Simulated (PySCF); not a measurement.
`C(#N)[C@@H]([SiH3])[C@H]([SiH3])Br`, C3H8BrNSi2

Geometry (Å), atoms numbered from 1 in this order:
```xyz
15

N     0.0177    1.5787   -2.1568
C    -0.1775    1.1359   -1.1192
C    -0.4594    0.5576    0.1577
Si   -2.3234    0.0358    0.1775
C     0.4834   -0.5924    0.4850
Si    2.3475   -0.2420    0.1904
Br    0.0472   -2.1756   -0.6066
H    -0.2946    1.3353    0.9131
H    -2.6799   -0.5598   -1.1014
H    -3.0734    1.2657    0.4283
H    -2.4534   -0.9031    1.2912
H     0.2909   -0.9196    1.5083
H     2.5459   -0.0600   -1.2394
H     3.0589   -1.4111    0.6988
H     2.6657    0.9627    0.9590
```

Method: PySCF 2.14.0, TDDFT CAM-B3LYP/def2-SVPD circular dichroism and optical rotation, one conformer, gas phase. Geometry: GFN2-xTB.

The molecule is flexible and this is one conformer; a measurement averages over conformers. The calculation is non-relativistic, which matters for the atoms heavier than Zn.

Stereocentres: C3 R, C5 R.

(1) Give the optical rotatory dispersion at 633, 589.3, 546, 436, 405, 365, 355 nm.

(2) And for the mirror image at 589.3 nm?

(3) What is the molar rotation [Φ] = [α]·M/100 of the geometry above at 589.3 nm?

Results:

(1) [α] in deg dm⁻¹ (g/mL)⁻¹:
| λ (nm) | origin-invariant length gauge | modified velocity gauge | length gauge (centre of mass) | isotropic polarisability (au) |
| --- | --- | --- | --- | --- |
| 633 | +24.0 | +20.6 | +23.8 | 113.7 |
| 589.3 | +28.4 | +24.4 | +28.2 | 114.2 |
| 546 | +34.3 | +29.4 | +34.0 | 114.8 |
| 436 | +62.1 | +52.8 | +61.6 | 117.2 |
| 405 | +76.8 | +65.1 | +76.2 | 118.3 |
| 365 | +106.1 | +89.1 | +105.4 | 120.3 |
| 355 | +116.2 | +97.4 | +115.5 | 120.9 |

(2) -28.4 deg dm⁻¹ (g/mL)⁻¹ (origin-invariant length gauge): the same size and the opposite sign.

(3) With M = 194.18 g/mol, +55.2 deg cm² dmol⁻¹ (origin-invariant length gauge).

The first excitation lies at 5.72 eV (217 nm) with R = +2.0 × 10⁻⁴⁰ esu² cm² (velocity form).
